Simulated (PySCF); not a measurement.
Two species compared at the same levels of theory.

First species: C6H5FSi.
SMILES: `[SiH2](C#C)/C(=C\C#C)F`

Second species: C₆H₅FSi.
SMILES with atom numbers: `[CH:1]#[C:2][C:3]1=[C:4]([F:5])[SiH2:6][CH:7]=[CH:8]1` (hydrogens: H9 on C1; H10, H11 on Si6; H12 on C7; H13 on C8)

Levels: wB97X-D/def2-SVPD for dipole moment, HOMO energy, LUMO energy, HOMO–LUMO gap, static isotropic polarisability and electronic spatial extent ⟨r²⟩ about the centre of nuclear charge; TDDFT wB97X-D/def2-SVPD for lowest singlet excitation; TDA wB97X-D/def2-SVPD for lowest triplet excitation (Tamm–Dancoff); GFN2-xTB for rotational constant A and rotational constant C. Geometries: GFN2-xTB. Each structure is a single optimised conformer of the isolated species, non-relativistic unless stated. Electronic properties by PySCF.

Dipoles, sizes and rotational constants follow the conformer. The torsions of the flexible species, by atom-mapped SMILES:
- `[CH:1]#[C:2]/[CH:3]=[C:4](/[F:5])[SiH2:6][C:7]#[CH:8]`: C3–C4–Si6–C7 -72°

Values for the first species:

```
Dipole moment                                                     : 1.47 D
HOMO energy                                                       : -8.95 eV
LUMO energy                                                       : 0.34 eV
HOMO–LUMO gap                                                     : 9.29 eV
Lowest singlet excitation                                         : 5.35 eV
Lowest triplet excitation (Tamm–Dancoff)                          : 3.33 eV
Static isotropic polarisability                                   : 93.8 au
Electronic spatial extent ⟨r²⟩ about the centre of nuclear charge : 1234 bohr²
Rotational constant A                                             : 1.746 GHz
Rotational constant C                                             : 0.949 GHz
```

Question: Estimate the same properties for the second species, and the change in each.

Answer: 
| property | first | second | second less first |
| --- | --- | --- | --- |
| dipole moment | 1.47 D | 1.63 D | +0.16 D |
| HOMO energy | -8.95 eV | -8.37 eV | +0.58 eV |
| LUMO energy | 0.34 eV | -0.25 eV | -0.59 eV |
| HOMO–LUMO gap | 9.29 eV | 8.12 eV | -1.17 eV |
| lowest singlet excitation | 5.35 eV | 4.03 eV | -1.32 eV |
| lowest triplet excitation (Tamm–Dancoff) | 3.33 eV | 2.40 eV | -0.93 eV |
| static isotropic polarisability | 93.8 au | 94.6 au | +0.8 au |
| electronic spatial extent ⟨r²⟩ about the centre of nuclear charge | 1234 bohr² | 1133 bohr² | -101 bohr² |
| rotational constant A | 1.746 GHz | 3.071 GHz | +1.325 GHz |
| rotational constant C | 0.949 GHz | 0.973 GHz | +0.024 GHz |

On the first: The polarisability is 13.90 Å³ as a volume (1 au = 0.148185 Å³), or 1.47 au for each of the 64 electrons. In wavenumbers S1 is 43100 cm⁻¹ (1 eV = 8065.54 cm⁻¹).

On the second: No computed singlet falls in the visible range (750 to 380 nm, 1.65 to 3.26 eV); S1 lies 0.77 eV above its blue end. In atomic units the dipole is 0.64 e·bohr (1 au = 2.5417 D).
